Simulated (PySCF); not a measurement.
One of the candidates below gave these computed data.

All candidates are C5H10N2.

| technique | computed result |
| --- | --- |
| Polarisability | 73.8 au [wB97X-D/def2-SVPD] |
| Triplet | lowest triplet excitation (Tamm–Dancoff): 3.53 eV [TDA wB97X-D/def2-SVPD] |
| Rotational structure | rotational constants A, B, C: 5.511, 2.024, 1.787 GHz [GFN2-xTB] |
| 13C NMR | chemical shifts (computed TMS as zero) by class: 133.5 (1 C), 47.9 (1 C), 46.3 (1 C), 37.2 (1 C), 9.9 (1 C) ppm [GIAO PBE0/pcSseg-1] |
| NMR, other nuclei | isotropic shieldings of nuclei other than C and H, by class: -127 (1 N), 117 (1 N) ppm [GIAO PBE0/pcSseg-1] |
| Dipole | 2.14 D [wB97X-D/def2-SVPD] |

The electronic properties come from PySCF, for the isolated species, density fitting. Levels stand in brackets. Isolated species at its GFN2-xTB geometry (one conformer only). NMR classes are plain means over equivalent atoms (diastereotopic ones count apart unless rotation or inversion swaps them), as if these changed places fast.

Task: Which candidate is it?
A. `C=CN1CCCN1`
B. `NN=C1CCCC1`
C. `CCN1CCC=N1`

Result: C. It is `CCN1CCC=N1`. Numbering: `[CH3:1][CH2:2][N:3]1[CH2:4][CH2:5][CH:6]=[N:7]1`. Its formula, C5H10N2, gives 2 degrees of unsaturation: 1 ring and 1 π bond in the structure found. 5 carbons fall into 5 classes; from least to most shielded: C=N carbon [C6] (133.5 ppm), chain sp3 carbon bound to nitrogen [C2] (47.9 ppm), ring sp3 carbon bound to nitrogen [C4] (46.3 ppm), ring CH2 carbon [C5] (37.2 ppm), methyl carbon [C1] (9.9 ppm). The other shieldings belong to: -127 ppm, C=N nitrogen [N7]; 117 ppm, nitrogen bonded to 2 C and N [N3]. The optimised geometry has point group C1 and is an asymmetric top.

The others, at the same levels:
- `C=CN1CCCN1` fails: its computed 13C shifts are 142.1 (1 C), 87.5 (1 C), 50.9 (1 C), 50.6 (1 C), 31.5 (1 C) ppm, lowest triplet excitation (Tamm–Dancoff) is 4.02 eV (against 3.53 eV) and static isotropic polarisability is 77.8 au (against 73.8 au).
- `NN=C1CCCC1` fails: its computed 13C shifts are 151.0 (1 C), 37.6 (1 C), 28.9 (1 C), 28.5 (1 C), 25.8 (1 C) ppm, rotational constant A is 6.042 GHz (against 5.511 GHz) and smallest rotational constant is 1.509 GHz (against 1.787 GHz).
